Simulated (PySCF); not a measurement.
**Ba⁺ (barium, charge +1): PBE calculation**

Configuration: [Xe] 6s1, 2S determinant. Computed with PySCF 2.14 in def2-QZVPPD with the def2 core potential (46 electrons), with a scalar-relativistic core potential.

```
Total energy                : -25.2767 hartree
One-electron energy         : -39.3682 hartree
Hartree (Coulomb) energy    : 17.5493 hartree
Exchange-correlation energy : -3.4579 hartree
⟨S²⟩                        : 0.7501
⟨L²⟩                        : 0.000
Sum of ⟨r⟩                  : 19.50 bohr
Sum of ⟨r²⟩                 : 52.69 bohr²
```

| shell | electrons | mean orbital energy (eV) | rms radius, mean of both spins (bohr) |
| --- | --- | --- | --- |
| 5s α | 1 | -40.408 | 1.76 |
| 5s β | 1 | -40.296 | 1.76 |
| 5p α | 3 | -24.953 | 2.06 |
| 5p β | 3 | -24.807 | 2.06 |
| 6s α | 1 | -7.823 | 4.59 |

Energies and moments cover only the electrons outside the core potential. Spin-orbit coupling, which splits the p, d and f shells strongly at this Z, is absent.
